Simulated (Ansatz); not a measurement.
Ansatz (a first-principles code) input:

Ansatz 0.2 input:
```yaml
crystal:
  periodic: [false, false, false]
  atoms:
    - {symbol: Cu, position_ang: [-0.00000000, -0.00000000, -0.82799153]}
    - {symbol: C, position_ang: [0.00000000, 0.00000000, 1.07847032]}
    - {symbol: O, position_ang: [0.00000000, 0.00000000, 2.19261656]}
basis:
  gaussian:
    orbitals: def2-TZVP
hamiltonian:
  xc: b3lyp
  dispersion: d3bj
total_charge: 1
phonons: {temperatures: {t_min: 298.15, t_max: 298.15, t_step: 100}}
```

Problem. What final total energy does it print?

Solution. -1753.67146 Eh (B3LYP-D3(BJ)/def2-TZVP). The basis has 107 functions. The run takes about 29 core-seconds (a rough figure).
